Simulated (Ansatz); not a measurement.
Calculation: PBE0-D3(BJ)/def2-SVP run with Ansatz (a program for electronic structure). No frequencies were computed at this level.

Ansatz 0.2 input:
```yaml
crystal:
  periodic: [false, false, false]
  atoms:
    - { symbol: Ge, position_ang: [-1.182857, -0.021508, -0.051398] }
    - { symbol: Ge, position_ang: [1.182443, 0.021444, 0.050384] }
    - { symbol: H, position_ang: [-1.728211, -1.305723, -0.598797] }
    - { symbol: H, position_ang: [-1.757852, 1.057992, -0.917749] }
    - { symbol: H, position_ang: [-1.834845, 0.150844, 1.287136] }
    - { symbol: H, position_ang: [1.832314, -0.98705, -0.84766] }
    - { symbol: H, position_ang: [1.767532, 1.344139, -0.34241] }
    - { symbol: H, position_ang: [1.721477, -0.260139, 1.420493] }
basis:
  gaussian: { orbitals: def2-svp }
hamiltonian:
  xc: pbe0
  dispersion: d3bj
relax:
  max_steps: 150
```

Output:

```
Functional definition: PBE0
1012 factors; integrals over basis functions are off by at most 2.8e-4 eV
mean field evaluation 1: about -113104.8306 eV, gradient 1.8e1 eV
mean field evaluation 2: about -113105.0450 eV, gradient 1.6e1 eV
mean field evaluation 4: about -113105.2567 eV, gradient 1.7e-1 eV
mean field evaluation 8: about -113105.2572 eV, gradient 4.4e-3 eV
mean field -113105.25719824 eV, -4156.5415365383 hartree, gradient 3.2e-5 eV, S^2 0.000000; 0 other end points of the search recorded, 0 dependent functions left out
reference -113105.25722648 eV, -4156.5415375764 hartree; 35, 35 occupied and 59, 59 virtual orbitals, 1012 factors
relax step   1: F+E_penalty+E_count = -113105.37783168 eV  Δ(F+E_penalty+E_count) = +0.000e0 eV  max|allowed force component| = 7.969e-1 eV/Å  Δτ_max = 0.0000 Å  (20 SCF iters, accepted)
these checks for a lower state are left out or cut short: starts, cluster_reference, orbital_swaps, neighbouring_geometries, increment
1012 factors; integrals over basis functions are off by at most 3.2e-4 eV
mean field evaluation 16: about -113105.4023 eV, gradient 2.3e-5 eV
mean field -113105.40232900 eV, -4156.5468699954 hartree, gradient 2.4e-5 eV, S^2 0.000000; 0 other end points of the search recorded, 0 dependent functions left out
reference -113105.40235720 eV, -4156.5468710317 hartree; 35, 35 occupied and 59, 59 virtual orbitals, 1012 factors
relax step   2: F+E_penalty+E_count = -113105.52305961 eV  Δ(F+E_penalty+E_count) = -1.452e-1 eV  max|allowed force component| = 1.207e-1 eV/Å  Δτ_max = 0.0965 Å  (20 SCF iters, accepted)
these checks for a lower state are left out or cut short: starts, cluster_reference, orbital_swaps, neighbouring_geometries, increment
1012 factors; integrals over basis functions are off by at most 3.0e-4 eV
mean field -113105.41100399 eV, -4156.5471887955 hartree, gradient 1.5e-5 eV, S^2 0.000000; 0 other end points of the search recorded, 0 dependent functions left out
reference -113105.41103243 eV, -4156.5471898405 hartree; 35, 35 occupied and 59, 59 virtual orbitals, 1012 factors
relax step   3: F+E_penalty+E_count = -113105.53024009 eV  Δ(F+E_penalty+E_count) = -7.180e-3 eV  max|allowed force component| = 3.099e-1 eV/Å  Δτ_max = 0.0935 Å  (20 SCF iters, accepted)
these checks for a lower state are left out or cut short: starts, cluster_reference, orbital_swaps, neighbouring_geometries, increment
1012 factors; integrals over basis functions are off by at most 3.0e-4 eV
mean field -113105.41529469 eV, -4156.5473464758 hartree, gradient 6.9e-6 eV, S^2 0.000000; 0 other end points of the search recorded, 0 dependent functions left out
reference -113105.41532307 eV, -4156.5473475188 hartree; 35, 35 occupied and 59, 59 virtual orbitals, 1012 factors
relax step   4: F+E_penalty+E_count = -113105.53508113 eV  Δ(F+E_penalty+E_count) = -4.841e-3 eV  max|allowed force component| = 9.198e-2 eV/Å  Δτ_max = 0.0181 Å  (22 SCF iters, accepted)
these checks for a lower state are left out or cut short: starts, cluster_reference, orbital_swaps, neighbouring_geometries, increment
1012 factors; integrals over basis functions are off by at most 3.1e-4 eV
mean field evaluation 32: about -113105.4214 eV, gradient 1.8e-5 eV
mean field -113105.42140527 eV, -4156.5475710354 hartree, gradient 1.8e-5 eV, S^2 0.000000; 0 other end points of the search recorded, 0 dependent functions left out
reference -113105.42143364 eV, -4156.5475720782 hartree; 35, 35 occupied and 59, 59 virtual orbitals, 1012 factors
relax step   5: F+E_penalty+E_count = -113105.54138408 eV  Δ(F+E_penalty+E_count) = -6.303e-3 eV  max|allowed force component| = 9.942e-3 eV/Å  Δτ_max = 0.0987 Å  (20 SCF iters, accepted)
these checks for a lower state are left out or cut short: starts, cluster_reference, orbital_swaps, neighbouring_geometries, increment
1012 factors; integrals over basis functions are off by at most 3.5e-4 eV
mean field -113105.41819710 eV, -4156.5474531373 hartree, gradient 1.1e-5 eV, S^2 0.000000; 0 other end points of the search recorded, 0 dependent functions left out
reference -113105.41822514 eV, -4156.5474541680 hartree; 35, 35 occupied and 59, 59 virtual orbitals, 1012 factors
relax step   6: F+E_penalty+E_count = -113105.53814504 eV  Δ(F+E_penalty+E_count) = +3.239e-3 eV  max|allowed force component| = 2.718e-1 eV/Å  Δτ_max = 0.1955 Å  (21 SCF iters, rejected (line search))
these checks for a lower state are left out or cut short: starts, cluster_reference, orbital_swaps, neighbouring_geometries, increment
1012 factors; integrals over basis functions are off by at most 3.3e-4 eV
mean field -113105.42609664 eV, -4156.5477434402 hartree, gradient 1.8e-5 eV, S^2 0.000000; 0 other end points of the search recorded, 0 dependent functions left out
reference -113105.42612487 eV, -4156.5477444775 hartree; 35, 35 occupied and 59, 59 virtual orbitals, 1012 factors
relax step   7: F+E_penalty+E_count = -113105.54603515 eV  Δ(F+E_penalty+E_count) = -4.651e-3 eV  max|allowed force component| = 7.552e-2 eV/Å  Δτ_max = 0.0949 Å  (20 SCF iters, accepted)
these checks for a lower state are left out or cut short: starts, cluster_reference, orbital_swaps, neighbouring_geometries, increment
1012 factors; integrals over basis functions are off by at most 3.5e-4 eV
mean field -113105.42726776 eV, -4156.5477864780 hartree, gradient 1.9e-5 eV, S^2 0.000000; 0 other end points of the search recorded, 0 dependent functions left out
reference -113105.42729581 eV, -4156.5477875088 hartree; 35, 35 occupied and 59, 59 virtual orbitals, 1012 factors
relax step   8: F+E_penalty+E_count = -113105.54722843 eV  Δ(F+E_penalty+E_count) = -1.193e-3 eV  max|allowed force component| = 1.554e-1 eV/Å  Δτ_max = 0.0975 Å  (20 SCF iters, accepted)
these checks for a lower state are left out or cut short: starts, cluster_reference, orbital_swaps, neighbouring_geometries, increment
1012 factors; integrals over basis functions are off by at most 3.4e-4 eV
mean field -113105.43045260 eV, -4156.5479035187 hartree, gradient 6.7e-6 eV, S^2 0.000000; 0 other end points of the search recorded, 0 dependent functions left out
reference -113105.43048065 eV, -4156.5479045495 hartree; 35, 35 occupied and 59, 59 virtual orbitals, 1012 factors
relax step   9: F+E_penalty+E_count = -113105.55035129 eV  Δ(F+E_penalty+E_count) = -3.123e-3 eV  max|allowed force component| = 9.488e-2 eV/Å  Δτ_max = 0.0189 Å  (22 SCF iters, accepted)
these checks for a lower state are left out or cut short: starts, cluster_reference, orbital_swaps, neighbouring_geometries, increment
1012 factors; integrals over basis functions are off by at most 3.4e-4 eV
mean field -113105.43226624 eV, -4156.5479701689 hartree, gradient 7.7e-6 eV, S^2 0.000000; 0 other end points of the search recorded, 0 dependent functions left out
reference -113105.43229423 eV, -4156.5479711973 hartree; 35, 35 occupied and 59, 59 virtual orbitals, 1012 factors
relax step  10: F+E_penalty+E_count = -113105.55230357 eV  Δ(F+E_penalty+E_count) = -1.952e-3 eV  max|allowed force component| = 4.097e-3 eV/Å  Δτ_max = 0.0387 Å  (21 SCF iters, accepted)
these checks for a lower state are left out or cut short: starts, cluster_reference, orbital_swaps, neighbouring_geometries, increment
1012 factors; integrals over basis functions are off by at most 3.4e-4 eV
mean field evaluation 64: about -113105.4332 eV, gradient 8.9e-6 eV
mean field -113105.43319378 eV, -4156.5480042554 hartree, gradient 8.9e-6 eV, S^2 0.000000; 0 other end points of the search recorded, 0 dependent functions left out
reference -113105.43322173 eV, -4156.5480052824 hartree; 35, 35 occupied and 59, 59 virtual orbitals, 1012 factors
relax step  11: F+E_penalty+E_count = -113105.55322028 eV  Δ(F+E_penalty+E_count) = -9.167e-4 eV  max|allowed force component| = 1.147e-2 eV/Å  Δτ_max = 0.0639 Å  (21 SCF iters, accepted)
these checks for a lower state are left out or cut short: starts, cluster_reference, orbital_swaps, neighbouring_geometries, increment
1012 factors; integrals over basis functions are off by at most 3.4e-4 eV
mean field -113105.43322997 eV, -4156.5480055851 hartree, gradient 2.3e-5 eV, S^2 0.000000; 0 other end points of the search recorded, 0 dependent functions left out
reference -113105.43325790 eV, -4156.5480066117 hartree; 35, 35 occupied and 59, 59 virtual orbitals, 1012 factors
relax step  12: F+E_penalty+E_count = -113105.55324335 eV  Δ(F+E_penalty+E_count) = -2.307e-5 eV  max|allowed force component| = 1.975e-2 eV/Å  Δτ_max = 0.0378 Å  (19 SCF iters, accepted)
these checks for a lower state are left out or cut short: starts, cluster_reference, orbital_swaps, neighbouring_geometries, increment
1012 factors; integrals over basis functions are off by at most 3.4e-4 eV
mean field -113105.43326261 eV, -4156.5480067847 hartree, gradient 8.5e-5 eV, S^2 0.000000; 0 other end points of the search recorded, 0 dependent functions left out
reference -113105.43329054 eV, -4156.5480078112 hartree; 35, 35 occupied and 59, 59 virtual orbitals, 1012 factors
relax step  13: F+E_penalty+E_count = -113105.55333369 eV  Δ(F+E_penalty+E_count) = -9.034e-5 eV  max|allowed force component| = 4.925e-3 eV/Å  Δτ_max = 0.0074 Å  (17 SCF iters, accepted)
these checks for a lower state are left out or cut short: starts, cluster_reference, orbital_swaps, neighbouring_geometries, increment
1012 factors; integrals over basis functions are off by at most 3.4e-4 eV
mean field -113105.43331899 eV, -4156.5480088567 hartree, gradient 2.8e-5 eV, S^2 0.000000; 0 other end points of the search recorded, 0 dependent functions left out
reference -113105.43334693 eV, -4156.5480098833 hartree; 35, 35 occupied and 59, 59 virtual orbitals, 1012 factors
relax step  14: F+E_penalty+E_count = -113105.55336415 eV  Δ(F+E_penalty+E_count) = -3.047e-5 eV  max|allowed force component| = 1.291e-3 eV/Å  Δτ_max = 0.0113 Å  (21 SCF iters, accepted)
1012 factors; integrals over basis functions are off by at most 3.4e-4 eV
mean field -113105.43331899 eV, -4156.5480088567 hartree, gradient 2.8e-5 eV, S^2 0.000000; 1 other end points of the search recorded, 0 dependent functions left out
reference -113105.43334693 eV, -4156.5480098833 hartree; 35, 35 occupied and 59, 59 virtual orbitals, 1012 factors
Total energy: -113105.55339209 eV, -4156.5524214616 hartree
Atom 0 at    -1.209255    -0.022102    -0.051942 Å, force     0.000329     0.000209    -0.001272 eV/Å
Atom 1 at     1.209258     0.022083     0.051930 Å, force    -0.000338    -0.000483     0.001291 eV/Å
Atom 2 at    -1.714568    -1.474210    -0.134292 Å, force     0.000229    -0.000441     0.000424 eV/Å
Atom 3 at    -1.705002     0.741642    -1.293606 Å, force     0.000130     0.000164    -0.000205 eV/Å
Atom 4 at    -1.810571     0.637135     1.202851 Å, force     0.000128     0.000184     0.000667 eV/Å
Atom 5 at     1.810618    -0.640780    -1.200939 Å, force    -0.000195     0.000086    -0.000681 eV/Å
Atom 6 at     1.714628     1.474386     0.130205 Å, force    -0.000095     0.000577    -0.000309 eV/Å
Atom 7 at     1.704892    -0.738154     1.295793 Å, force    -0.000188    -0.000295     0.000086 eV/Å
Dipole moment:     0.000002    -0.000003    -0.000006 e Å
```

Cost: very roughly 50 core-seconds.
